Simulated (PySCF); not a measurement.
AlH₃O₃, SMILES [OH][Al]([OH])[OH]. The structure is a stationary point at r2SCAN-D4/def2-SVP. The isomer is the one that the SMILES or the coordinates give; other isomers of the formula were not compared. One conformer was computed; it need not be the lowest.

These are r2SCAN-D4/def2-SVP (PySCF 2.14.0) values and carry that method's errors.

Harmonic wavenumbers (cm⁻¹): 227, 227, 280, 320, 340, 341, 564, 581, 581, 706, 958, 958, 3942, 3942, 3944. Rotational constants (GHz): 6.513, 6.513, 3.257; symmetry number 3.

Question: Work out the zero-point energy and the ideal-gas rigid-rotor harmonic-oscillator thermochemistry at 298.15 K and 1 atm.

Answer: ZPE = ½ Σ hcν = ½ × 17910 cm⁻¹ = 107.12 kJ/mol. H − E(el) = 125.82 kJ/mol. Entropy in J/(mol K): translation 163.08, rotation 96.54, vibration 46.35, total 305.98. G − E(el) = 34.60 kJ/mol. Cp = 96.26 J/(mol K).
